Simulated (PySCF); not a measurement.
Delta-SCF ions had no search for a lower state. Excitations are Tamm–Dancoff values on a coarser integration grid. The basis has no diffuse functions, so Rydberg states are missing or too high.

Cartesian coordinates (Å):
SMILES: C=C=CS
```xyz
8

C     -1.4454    -0.4845    -0.3730
C     -0.3496     0.1812    -0.1564
C      0.7503     0.8376     0.0636
S      2.2531     0.1870     0.7071
H     -1.6373    -0.9628    -1.3294
H     -2.2096    -0.5812     0.3932
H      0.8134     1.9001    -0.1509
H      1.8250    -1.0774     0.8458
```
Charge 0, multiplicity 1.

Question: Estimate the brightest of the four lowest singlets (TDA), vertical ionisation energy (Delta-SCF), T1 excitation (TDA), S1 excitation (TDA) and LUMO that PySCF with M06-2X/def2-TZVP // PBE0-D3(BJ)/def2-TZVP returns for this input.

Answer: 
The brightest of the four lowest singlets (TDA) comes out as 6.46 eV. The vertical ionisation energy (Delta-SCF) comes out as 8.70 eV and the T1 excitation (TDA) is 4.31 eV. The S1 excitation (TDA) is 4.59 eV and the LUMO is 0.60 eV.
